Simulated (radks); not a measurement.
Question: The mean radii <r> (bohr) of the occupied orbitals of an atom or ion are listed with their occupations. Calculated with a radial shooting solver on a logarithmic mesh with Libxc functionals: non-relativistic Kohn-Sham, TPSS, spin-polarised, spherical densities, point nucleus; meta-GGA in the generalised Kohn-Sham scheme.

orbital  occ.      <r>
1s          2  0.02134
2s          2  0.09033
2p          6  0.07649
3s          2   0.2303
3p          6   0.2203
3d         10   0.1939
4s          2   0.5173
4p          6   0.5268
4d         10   0.5503
5s          2    1.271
5p          6    1.416
4f         14   0.6888

Name the element and its charge. Open shells, if any, are filled with parallel spins first.

Answer: Z = 71, lutetium, charge +3: Lu3+ in [Xe] 4f14. The 1s radius gives Z: for a bare nucleus <r> = 1.5/Z, 0.02113 bohr for Z = 71, and screening makes it slightly larger (0.02134 here). The occupations add up to 68, and the charge is Z minus that.
